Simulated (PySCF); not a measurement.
ZrSCl2, singlet: computed properties

Method: PySCF, B3LYP, basis Zr def2-SVP with ECP28, S def2-SVP, Cl def2-SVP (scalar-relativistic core potentials, no spin–orbit coupling, density fitting).

The structure is a minimum.

```xyz
4
charge 0 multiplicity 1, angstrom
Zr    0.2566   -0.0067    0.0000
S     0.0000   -2.1983    0.0000
Cl   -0.3298    1.0136    2.0570
Cl   -0.3298    1.0136   -2.0570
```

```
Point group                                                                   : Cs
Bond lengths                                                                  : Zr–Cl 2.370 Å (×2), Zr–S 2.207 Å
Bond angles                                                                   : Cl–Zr–Cl 120.5°, Cl–Zr–S 113.5° (×2)
Heat capacity Cp at 298.15 K                                                  : 74.9 J/(mol K)
Zero-point energy                                                             : 9.7 kJ/mol
Lowest empty level                                                            : -3.97 eV
Rotational constants                                                          : 0.07027, 0.05493, 0.03212 cm⁻¹
Dipole moment                                                                 : 3.48 D
Rotational symmetry number                                                    : 1
Enthalpy at 298.15 K above 0 K                                                : 17.97 kJ/mol
Atomisation energy without zero-point energy                                  : 1490 kJ/mol
Highest occupied level                                                        : -7.24 eV
Principal polarisabilities                                                    : 46.5, 77.6, 90.9 bohr³
Principal quadrupole moments (Buckingham, traceless) about the centre of mass : -7.67, -6.17, 13.84 D Å
Entropy at 298.15 K and 1 bar                                                 : 352.7 J/(mol K)
```

Harmonic modes (masses in u: Zr 89.905, S 31.972, Cl 34.969):
```tsv
symmetry	ω (cm⁻¹)	IR (km/mol)	μ (u)	type
a'	52	26.9	47.50	bend
a'	103	2.4	38.67	bend
a''	127	0.9	35.45	bend
a'	371	32.4	37.56	stretch
a''	419	105	46.58	stretch
a'	545	79.7	39.28	stretch
```

Charges (e):
```json
{"atom": "Zr1", "Mulliken": "0.68", "Löwdin": "-0.37", "polar tensor": "1.81", "Mayer order to Zr1": "–"}
{"atom": "S2", "Mulliken": "-0.20", "Löwdin": "0.16", "polar tensor": "-0.64", "Mayer order to Zr1": "2.43"}
{"atom": "Cl3,4", "Mulliken": "-0.24", "Löwdin": "0.10", "polar tensor": "-0.58", "Mayer order to Zr1": "1.25"}
```

Mulliken populations on Zr1 (electrons outside its core potential): s 2.31, p 6.45, d 2.48, f 0.07.

Outer orbital energies (eV). occupied: -10.26, -9.64, -9.63, -9.46, -9.20, -8.00, -7.68, -7.24; empty: -3.97, -2.93, -2.44, -1.29.

Formally Zr is in oxidation state +4, d0. The polar-tensor charge on Zr, 1.81, is far below the formal one.

Other isomers or separated fragments may lie lower.

The final relaxation and frequency run took 63 s on 2 threads of a shared Arm Neoverse N1 host, with 85 basis functions and 14 gradients; the process peaked at 1 GiB.
